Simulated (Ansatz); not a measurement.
Geometry optimisation, RKS PBE-D4/def2-SVP (Ansatz 0.2.0).

Input file:

```yaml
crystal:
  periodic: [false, false, false]
  atoms:
    - { symbol: "N", position_ang: [-0.5184, 1.0524, -0.3139] }
    - { symbol: B, position_ang: [0.1776, -0.208, -0.0773] }
    - { symbol: O, position_ang: [1.6064, -0.1999, -0.001] }
    - { symbol: O, position_ang: [-0.4787, -1.4501, 0.0631] }
    - { symbol: H, position_ang: [-1.5873, 0.8755, -0.3371] }
    - { symbol: H, position_ang: [-0.3815, 1.7323, 0.4935] }
    - { symbol: H, position_ang: [-0.94591, 0.10026, -0.18502] }
    - { symbol: H, position_ang: [-0.7003, -1.5157, 1.0303] }
basis:
  gaussian: { orbitals: def2-SVP }
hamiltonian:
  xc: pbe
  dispersion: d4
relax:
  f_tol: 0.02
  max_steps: 50
```

Run as:

```bash
$ ansatz run input.yaml --threads 1 --pin off --max-ram 2048MiB --backend cpu --events-out ev --progress --plain --runs-dir out
```

**Question.** Where does it end, and by what steps?

**Answer.** The forces met the threshold. The force dipped under the threshold on the way, but the program's further checks kept it going. After 18 steps the energy has fallen by 6.172 eV; H7 moved furthest, 1.39 Å. The start is strongly strained (largest force component 16 eV/Å), so its close contacts needn't be bonds. Parted: B2–H7.

```
step  energy less start (eV)  largest force component (eV/Å)  accepted
   0                  0.0000                          16.158       yes
   1                 -2.3979                           9.375       yes
   2                 -3.8278                           3.915       yes
   3                 -4.5132                           3.135       yes
   4                 -4.9600                           3.178       yes
   5                 -5.4330                           2.359       yes
   6                 -5.8327                           0.862       yes
   7                 -6.0487                           0.313       yes
   8                 -6.1448                           0.566       yes
   9                 -6.1382                           1.277        no
  10                 -6.1671                           0.185       yes
  11                 -6.1695                           0.048       yes
  12                 -6.1706                           0.020       yes
  13                 -6.1708                           0.148       yes
  14                 -6.1713                           0.036       yes
  15                 -6.1718                           0.004       yes
  16                 -6.1720                           0.054       yes
  17                 -6.1716                           0.103        no
  18                 -6.1722                           0.013       yes
```

```xyz
8
Properties=species:S:1:pos:R:3
N -0.828 0.926 -0.032
B 0.257 -0.361 0.165
O 1.485 -0.071 0.216
O -0.590 -1.471 0.220
H -1.345 0.864 -0.922
H -0.254 1.781 -0.032
H -1.524 0.978 0.726
H -0.029 -2.259 0.332
```

Time of the run: 21 s on 1 thread of Intel(R) Xeon(R) Platinum 8559C (Emerald Rapids), with other jobs on the host, peak memory 0.15 GiB.
